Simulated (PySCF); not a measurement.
Isomers of C10H9F. Computed with PySCF 2.14.0, PBE0-D3(BJ)/def2-SVP geometry optimisation, gas phase. Energies are electronic, without zero-point or thermal terms, for one conformer each. No frequencies were run at this level. Point groups hold within 0.08 Å.

Question: Rank from lowest to highest electronic energy at this level (kcal/mol).
A. `[F:1][CH2:2][c:3]1[cH:4][cH:5][cH:6][c:7]2[c:8]1[CH2:9][CH:10]=[CH:11]2` with F1–C2–C3–C4 132°
B. `[F:1][c:2]1[cH:3][cH:4][cH:5][c:6]([C@:7]23[CH2:8][C@H:9]2[CH2:10]3)[cH:11]1` with C5–C6–C7–C8 -9°

Answer: A (0.0), B (36.4).

As drawn, the lower has a C=C bond outside aromatic rings, which the higher lacks; the higher has a three-membered ring and a quaternary carbon, which the lower lacks.

```
                    SMILES      E (Eh)  E rel (kcal/mol)  dipole (D)  point group       A, B, C (MHz)
          FCc1cccc2c1CC=C2  -485.42738               0.0        1.13           C1   1543, 1169, 685.8
Fc1cccc([C@]23C[C@H]2C3)c1  -485.36929              36.4        1.55           C1  2412, 735.8, 583.8
```
